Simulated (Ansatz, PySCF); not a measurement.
Gas-phase reaction (SMILES): OBO [boronic acid] + F (HF) → OB(O)F + [H][H] (H2); hydrogen fluoride cleaves one B-H bond, a model of a ligand-exchange step.

Structures are relaxed separately at B3LYP-D3(BJ)/def2-TZVP in Ansatz (a quantum-chemistry and plane-wave program), one conformer each, not searched for the lowest. Correlated levels leave the core frozen unless marked. Spin-orbit coupling is left out. Non-relativistic. CBS marks a two-point X^-3 extrapolation of the correlation energy; Hartree-Fock from the larger set. Thermal terms are rigid-rotor harmonic-oscillator values from B3LYP-D3(BJ) frequencies (Ansatz or PySCF) at 298.15 K and 1 atm. 1 Eh = 627.5095 kcal/mol.

| species | E, CCSD(T)/CBS(cc-pVTZ,cc-pVQZ) (Ansatz) (Eh) | E, PBE/def2-TZVPD (Ansatz) (Eh) | H - E (Eh) | G - E (Eh) |
|---|---|---|---|---|
| OBO | -177.04392 | -177.07833 | 0.04694 | 0.01791 |
| F (HF) | -100.39146 | -100.39521 | 0.01259 | -0.00713 |
| OB(O)F | -276.30590 | -276.34962 | 0.04166 | 0.01034 |
| [H][H] (H2) | -1.17450 | -1.16589 | 0.01336 | -0.00144 |

Q: Work out ΔE and ΔH, ΔG, ΔS and the equilibrium constant at 298.15 K at the first level, then ΔH at the second.

A: 
1. ΔE = [(-276.30590) + (-1.17450)] - [(-177.04392) + (-100.39146)] = -0.04502 Eh = -28.3 kcal/mol at CCSD(T)/CBS(cc-pVTZ,cc-pVQZ).
2. The terms H - E add up to -0.00451 Eh, so ΔH = (-0.04502 + (-0.00451))×627.5095 = -31.1 kcal/mol.
3. The terms G - E add up to -0.00188 Eh, so ΔG = -29.4 kcal/mol, and ΔS = (-0.00451 - (-0.00188))×627509.5/298.15 = -5.5 cal/(mol K).
4. log10 K = -ΔG/(RT ln 10) = 21.6, with RT ln 10 = 1.3642 kcal/mol.
5. At PBE/def2-TZVPD the same steps give ΔE = -26.3 and ΔH = -29.2 kcal/mol, a shift of +1.9 from the first level.
6. These values are not checked against measurement here, since the tables used lack a sound gas-phase enthalpy of formation for at least one species.
